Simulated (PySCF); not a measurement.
Partial charges of `C=C[Si@H](O[SiH3])[SiH2]O[SiH3]`

Species: C2H12O2Si4.
Geometry (GFN2-xTB, Å), atoms numbered from 1 in this order:
```xyz
20
C2H12O2Si4 angstrom
C     -0.5911    2.2474   -0.8500
C     -1.2802    1.1274   -0.6911
Si    -0.5274   -0.6104   -0.6644
O     -1.6705   -1.6310   -0.0995
Si    -3.1013   -2.2018    0.3811
Si     1.2624   -0.8932    0.7459
O      2.4643    0.0579    0.1974
Si     3.3691    1.2767   -0.3479
H     -1.0542    3.2231   -0.8548
H      0.4791    2.2366   -0.9866
H     -2.3542    1.2018   -0.5514
H     -0.3652   -1.0200   -2.0763
H     -4.0297   -2.1369   -0.7469
H     -2.8265   -3.5735    0.7995
H     -3.5633   -1.3642    1.4880
H      1.0717   -0.4907    2.1510
H      1.8839   -2.2268    0.7704
H      4.7560    0.8540   -0.1803
H      3.0175    1.4721   -1.7559
H      3.0546    2.4620    0.4494
```

Density: PBE0/pcSseg-1 (PySCF); schemes: Mulliken, IAO, Hirshfeld and ESP-fitted. Isolated species at its GFN2-xTB geometry (one conformer only).

Problem. For which atoms does the sign change between the 4 schemes (beyond +0.03 e in one, beyond −0.03 e in another)?

Solution. For none.

Problem. At which atom do the 4 schemes differ most?

Solution. At O7: from -0.898 (IAO) to -0.307 e (Hirshfeld), 0.591 e apart.

Problem. Which atoms carry the lowest charge in the Mulliken, IAO, Hirshfeld and ESP-fitted schemes?

Solution. The schemes don't all agree: Mulliken O4 (-0.736); IAO O7 (-0.898); Hirshfeld O4 and O7 (-0.307); ESP-fitted C1 (-0.401).

Problem. Tabulate the Mulliken, IAO, Hirshfeld and ESP-fitted charges.

Solution. In e:

| atom | environment | Mulliken | IAO | Hirshfeld | ESP-fitted |
| --- | --- | --- | --- | --- | --- |
| C1 | terminal =CH2 carbon | -0.174 | -0.275 | -0.084 | -0.401 |
| C2 | alkene CH carbon | -0.516 | -0.430 | -0.141 | -0.206 |
| Si3 | oxygen-bound silicon | +0.770 | +0.850 | +0.340 | +0.343 |
| O4 | siloxane oxygen | -0.736 | -0.893 | -0.307 | -0.392 |
| Si5 | oxygen-bound silicon | +0.727 | +0.889 | +0.392 | +0.602 |
| Si6 | oxygen-bound silicon | +0.596 | +0.720 | +0.320 | +0.376 |
| O7 | siloxane oxygen | -0.722 | -0.898 | -0.307 | -0.373 |
| Si8 | oxygen-bound silicon | +0.712 | +0.883 | +0.389 | +0.553 |
| H9 | vinylic hydrogen | +0.121 | +0.151 | +0.050 | +0.180 |
| H10 | vinylic hydrogen | +0.137 | +0.135 | +0.041 | +0.181 |
| H11 | vinylic hydrogen | +0.135 | +0.154 | +0.045 | +0.157 |
| H12 | Si–H hydrogen | -0.094 | -0.133 | -0.085 | -0.080 |
| H13 | Si–H hydrogen | -0.125 | -0.152 | -0.082 | -0.127 |
| H14 | Si–H hydrogen | -0.123 | -0.143 | -0.080 | -0.129 |
| H15 | Si–H hydrogen | -0.128 | -0.153 | -0.083 | -0.136 |
| H16 | Si–H hydrogen | -0.108 | -0.131 | -0.082 | -0.088 |
| H17 | Si–H hydrogen | -0.109 | -0.128 | -0.082 | -0.100 |
| H18 | Si–H hydrogen | -0.108 | -0.141 | -0.078 | -0.115 |
| H19 | Si–H hydrogen | -0.130 | -0.154 | -0.083 | -0.121 |
| H20 | Si–H hydrogen | -0.125 | -0.152 | -0.082 | -0.122 |

Mean size of the charges over all atoms: IAO 0.378 e, Mulliken 0.320 e, ESP-fitted 0.239 e, Hirshfeld 0.158 e. Each set sums to the total charge, 0, to within 0.001 e. The IAO scheme projects the occupied orbitals on a minimal set of polarised atomic orbitals and counts the electrons in each atom's part of it. The Hirshfeld scheme weights the molecular density at each point by an atom's share of the summed free-atom densities.

Problem. Sum the charges by element.

Solution. 
```csv
element,atoms,Mulliken,IAO,Hirshfeld,ESP-fitted
C,2,-0.690,-0.705,-0.225,-0.607
Si,4,+2.804,+3.342,+1.442,+1.874
O,2,-1.459,-1.792,-0.615,-0.765
H,12,-0.656,-0.845,-0.602,-0.501
```

Problem. How many electrons does the Mulliken scheme count on O4?

Solution. Z − q = 8 − (-0.736) = 8.736.
